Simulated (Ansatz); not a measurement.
CH5Al2FSe, relaxed with RKS PBE0-D4/def2-TZVP in the Gaussian-basis code of Ansatz from a PBE-D4/def2-SVP geometry. The force threshold is 0.005 eV/Å; the program also tests the step.

The species carries charge 0 and has multiplicity 1. The bonds changed during the relaxation, so this is another structure than the one it started from.

Start:

```xyz
10

F     2.519   -0.737   -1.218
C     1.467   -0.093   -0.645
Al   -0.389   -0.501   -1.180
Se    0.631   -1.285    0.916
Al   -0.988    0.529    1.360
H     1.812    0.839   -0.150
H    -1.345    0.680   -0.411
H    -1.096   -1.314   -2.339
H    -0.282    1.929    1.666
H    -2.329   -0.045    2.001
```

```csv
step,energy (eV),largest force (eV/Å),largest move (Å)
1,-82363.7158,0.560,0.000
2,-82363.7428,0.269,0.051
3,-82363.7498,0.076,0.022
4,-82363.7507,0.067,0.005
5,-82363.7512,0.034,0.006
6,-82363.7512,0.037,0.010
7,-82363.7514,0.006,0.004
8,-82363.7514,0.010,0.006
9,-82363.7514,0.003,0.002
```

End:

```xyz
10

F     2.490   -0.758   -1.193
C     1.444   -0.097   -0.623
Al   -0.390   -0.490   -1.174
Se    0.645   -1.253    0.898
Al   -0.978    0.526    1.351
H     1.805    0.823   -0.164
H    -1.338    0.674   -0.406
H    -1.080   -1.289   -2.333
H    -0.302    1.924    1.649
H    -2.295   -0.059    1.996
```

Run time 41 s (4 threads of a server CPU on a shared host); peak host memory 0.72 GiB.
